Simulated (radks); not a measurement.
Spin polarisation of the 3d8 shell in neutral nickel. Start: [Ar] 3d(up 4, down 4) 4s2; electrons of 3d are moved from spin down to spin up, other shells keep equal spins. Method: scalar-relativistic Kohn-Sham, LDA (Slater exchange, Perdew-Wang correlation), spin-polarised, spherical densities, finite nucleus; Fermi nuclear charge, rms radius of each element as measured or else 0.836 A^(1/3) + 0.57 fm; computed with a radial shooting solver on a logarithmic mesh with Libxc functionals.

moment (Bohr magnetons)  E - E(0) (eV)  e(3d up) (eV)  e(3d down) (eV)  4s down minus up (eV)  3p down minus up (eV)  3s down minus up (eV)
0                                0.000         -9.140           -9.140                  0.000                  0.000                  0.000
0.5                             -0.059         -9.370           -8.899                  0.085                  0.533                  0.548
1                               -0.236         -9.589           -8.646                  0.169                  1.066                  1.096
1.5                             -0.530         -9.796           -8.382                  0.255                  1.599                  1.643
2                               -0.943         -9.991           -8.106                  0.341                  2.133                  2.191

At moment 2 the spin-polarisation energy is -0.943 eV and the 3d exchange splitting 1.885 eV, that is 0.942 eV per Bohr magneton; E = -I m^2/4 would give I = 0.943 eV.
